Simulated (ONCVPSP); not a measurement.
Building the ONCV potential for Al (Z = 13) (PBE, scalar-relativistic).

* Element: aluminium
* Generator: ONCVPSP 4.0.1
* Type: optimised norm-conserving Vanderbilt (ONCV)
* Functional: PBE
* Relativity: scalar-relativistic
* Frozen core: [Ne]
* Valence charge: 3
* Reference configuration: 3s2 3p1
* Partial waves: 3s: rc 2.05 bohr, ncon 3, nbas 8, qcut 2.6 1/bohr, 3 projectors, debl 1.1 Ha; 3p: rc 2.65 bohr, ncon 4, nbas 8, qcut 2.9 1/bohr, 3 projectors, debl 2.8 Ha
* Local potential: polynomial inside 1.45 bohr (lpopt 5, dvloc0 3 Ha)
* Core correction: Teter function, fcfact 2.25, rcfact 1.25

- Cutoffs needed: 8.7 Ha and 44 Ha (the cutoffs (Ha) at which the residual kinetic energy of the hardest occupied pseudo-wave falls to 1 and 0.1 mHa per electron)
- Ghost test: no bound ghost flagged; no localised positive-energy state flagged
- Largest excitation error: -3.6 meV (all-electron minus pseudo) for 3s1 3p1, out of 4 test configurations
- rms error of d²Exc/dni dnj: 1.72 mHa without and 0.48 mHa with the model core
